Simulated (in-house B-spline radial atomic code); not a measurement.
## The silicon ion Si³⁺: [Ne] 3s1

Level of theory: Dirac-Kohn-Sham PBE, spherical fractional occupations, Fermi nucleus of rms radius 3.1224 fm; calculated with a radial B-spline atomic code at the basis-set limit.

Z_r = [3n² - l(l+1)]/(2<r>); Z_e = n√(-2ε); the last column is Slater's effective charge. Values are occupation-weighted means over j.

```tsv
shell	electrons	ε (eV)	<r> (bohr)	Z_r	Z_e	Slater
1s	2	-1823.5	0.1113	13.48	11.58	13.70
2s	2	-175.87	0.566	10.60	7.19	9.85
2p	6	-132	0.5341	9.36	6.23	9.85
3s	1	-39.487	1.846	7.31	5.11	5.20
```

The least bound orbital is 3s1/2 at -39.49 eV, and it is also the most diffuse (<r> = 1.846 bohr).

Spin-orbit splittings of the orbital energies (j = l + 1/2 above j = l - 1/2 when positive): 2p 0.6535 eV.

For the 1s electron the small component carries 0.246 % of the norm, the zero-frequency Breit interaction raises the level by 1.123 eV, self-energy by 0.4798 eV, and vacuum polarisation lowers it by 0.02979 eV.
